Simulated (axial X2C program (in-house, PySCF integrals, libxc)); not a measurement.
Nuclear properties of CRuO

Calculated with an axial X2C code built on PySCF integrals: two-component X2C with atomic mean-field Coulomb and Gaunt terms, Gaussian nuclei, basis C dyall-v3z, Ru dyall-v3z, O dyall-av3z with contracted cores.

C–Ru–O held linear, with bonds 1.623 and 1.844 Å (near the PBE0 minimum at charge 0 of the determinant lowest at the starting distance; the state shown can have its own minimum elsewhere, held linear; other orders of the atoms were not compared).

Input and command:
```json
{"zs": [6, 44, 8], "q": 0, "bas": ["dyall-v3z", "dyall-v3z", "dyall-av3z"], "r0": [1.81, 1.71], "symm": 0, "scan": ["PBE0", "HF", "BHandHLYP"], "levels": ["PBE0", "HF", "r2SCAN"], "nst": 2}
```
```bash
python solin.py task.json out
```

Keys: zs atomic numbers; q charge; bas basis sets; r0 starting distance in Å; symm equal bonds; scan levels of the two-bond scan; levels methods; nst determinants followed.

Determinant lowest in the PBE0 search, Ω = 3 (⟨Sz⟩ = 1.00, ⟨Lz⟩ = 2.00 at PBE0), spin on the atoms C -0.08, Ru 0.70, O 0.38:

```csv
level,Eeff magnitude (GV/cm),Ws magnitude Ru (kHz),A∥/gI C (MHz),qzz C (a.u.),A∥/gI Ru (MHz),qzz Ru (a.u.),A∥/gI O (MHz),qzz O (a.u.),μ (D)
PBE0,5.47,0.842,5.03,0.13,401,-0.27,52.3,1.94,-1.97
HF,4.76,0.829,-36.1,-0.24,489,-4.83,135,-1.50,-1.90
r2SCAN,5.64,0.858,5.76,0.19,407,-0.40,53.5,1.69,-1.92
```

Eeff is the effective electric field on the electron electric dipole moment in this Ω state and Ws the scalar–pseudoscalar constant of the nucleus named (defined with the proton number Z and per Ω); A∥ (defined per Ω) follows by multiplying with gI = μI/(I μN); qzz is the electric field gradient, eQq0 = 234.96 MHz × Q/barn × qzz; μ is positive if the O end (last atom) is positive. The operators were transformed with the bare-nucleus X2C matrices; with these basis sets, hyperfine constants and field gradients can be off by tens of per cent, and where levels differ in sign neither size nor sign is settled.

Problem. With gI(101Ru) = -0.2880 (g factors from the IAEA table of nuclear moments by Stone), turn the PBE0 values of the first state into constants in MHz.

Solution. A∥(101Ru) = 401 × -0.2880 = -115 MHz.

The molecule was held linear; bending was not examined, so a bent shape may lie lower.

Each state is one determinant with collinear spin, which with several unpaired electrons need not be a pure state. Unrestricted Hartree–Fock can overshoot spin polarisation at the nuclei. With several open shells hyperfine constants can be off by a factor of several. Open-shell Ω = 0 determinants with evenly filled partner blocks cannot be reached by this program, so the Ω shown need not be the lowest component. States lie within half an eV, so the first need not be the ground state. Further determinants of the search, some of them spin-mixed, are not shown. Where a field gradient or hyperfine factor spreads by more than a factor of two over the levels, a constant derived from it is not to be relied on.
